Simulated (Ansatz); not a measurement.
A series at Si: from `C#C[Si](F)(C#C)C#C`, ligands are replaced one by one, each step taking up H–F and setting free `C#C`; n counts the steps. Ansatz, PBE0-D4/def2-TZVP geometries.

CBS adds triple-zeta CCSD(T) − MP2 to the MP2 limit, frozen cores; atoms without spin–orbit coupling. 

```csv
n,molecule,"atomization energy, CCSD(T)/CBS (kJ/mol)"
0,`C#C[Si](F)(C#C)C#C`,5354.1
1,`C#C[Si](F)(F)C#C`,?
2,`C#C[Si](F)(F)F`,3391.4
3,`F[Si](F)(F)F`,2404.1
```

Task: By hand: fit a straight line y = ȳ + b (n − n̄) to the 3 given rows and predict n = 1.

Result: n̄ = 1.667, ȳ = 3716.53; Σ(n − n̄)(y − ȳ) = -4587.57, Σ(n − n̄)² = 4.667, so b = -982.98 kJ/mol a step. Prediction: 3716.53 + (-982.98) × (-0.667) = 4372.2 kJ/mol.

Task: By hand: compare with the computed value, 4372.0 kJ/mol, and give the steps along the whole series.

Result: The line misses by -0.2 kJ/mol (computed minus predicted). Steps: -982.1, -980.6, -987.3 kJ/mol.

The steps differ by at most 6.7 kJ/mol, 0.7 % of a mean step, so the ligands' effects nearly add and a line is close. The miss is 0.0 % of the series' range. The energies themselves are unsure by some kJ/mol a bond, though much of that is common to the series.
